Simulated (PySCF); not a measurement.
NSi, SMILES N#[Si], multiplicity 2.

Geometry: PBE0-D3(BJ)/def2-TZVPD.

Calculation: PBE/def2-TZVPD run with PySCF.

Gas-phase values at a fixed geometry.

The total energy is -343.94492 hartree and the point group is C∞v. The α spin, highest occupied and lowest empty level is -7.15 and -2.68 eV and the β spin, highest occupied and lowest empty level is -6.81 and -5.98 eV. The dipole moment comes out as 2.77 D. The mean static polarisability is 43.9 bohr³ (6.50 Å³), the polarisability, principal values is 41.8, 41.8, 48.0 bohr³ and the ⟨S²⟩ is 0.761 (pure state 0.75).
